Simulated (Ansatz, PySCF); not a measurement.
Gas-phase reaction (SMILES): OB(O)Cl + F (HF) → OB(O)F + Cl (HCl); hydrogen fluoride cleaves one B-Cl bond, a model of a ligand-exchange step.

Each molecule is optimised on its own at B3LYP-D3(BJ)/def2-TZVP (Ansatz, a quantum-chemistry and plane-wave program), one conformer each, not searched for the lowest. Cores are frozen in the correlated levels unless marked. Spin-orbit coupling is left out. Non-relativistic. CBS marks a two-point X^-3 extrapolation of the correlation energy; Hartree-Fock from the larger set. Thermal terms are rigid-rotor harmonic-oscillator values from B3LYP-D3(BJ) frequencies (Ansatz or PySCF) at 298.15 K and 1 atm. 1 Eh = 627.5095 kcal/mol.

```tsv
species	E, CCSD(T)/CBS(cc-pV(T+d)Z,cc-pV(Q+d)Z) (Ansatz) (Eh)	E, PBE0-D4/def2-TZVPD (Ansatz + dftd4) (Eh)	H - E (Eh)	G - E (Eh)
OB(O)Cl	-636.26434	-636.60054	0.04002	0.00784
F (HF)	-100.39146	-100.39487	0.01259	-0.00713
OB(O)F	-276.30590	-276.35618	0.04166	0.01034
Cl (HCl)	-460.37849	-460.66608	0.01000	-0.01120
```

Q: Work out ΔE and ΔH, ΔG, ΔS and the equilibrium constant at 298.15 K at the first level, then ΔH at the second.

A: 
1. ΔE = [(-276.30590) + (-460.37849)] - [(-636.26434) + (-100.39146)] = -0.02859 Eh = -17.9 kcal/mol at CCSD(T)/CBS(cc-pV(T+d)Z,cc-pV(Q+d)Z).
2. The terms H - E add up to -0.00095 Eh, so ΔH = (-0.02859 + (-0.00095))×627.5095 = -18.5 kcal/mol.
3. The terms G - E add up to -0.00157 Eh, so ΔG = -18.9 kcal/mol, and ΔS = (-0.00095 - (-0.00157))×627509.5/298.15 = 1.3 cal/(mol K).
4. log10 K = -ΔG/(RT ln 10) = 13.9, with RT ln 10 = 1.3642 kcal/mol.
5. At PBE0-D4/def2-TZVPD the same steps give ΔE = -16.8 and ΔH = -17.4 kcal/mol, a shift of +1.1 from the first level.
6. These values are not checked against measurement here, since the tables used lack a sound gas-phase enthalpy of formation for at least one species.
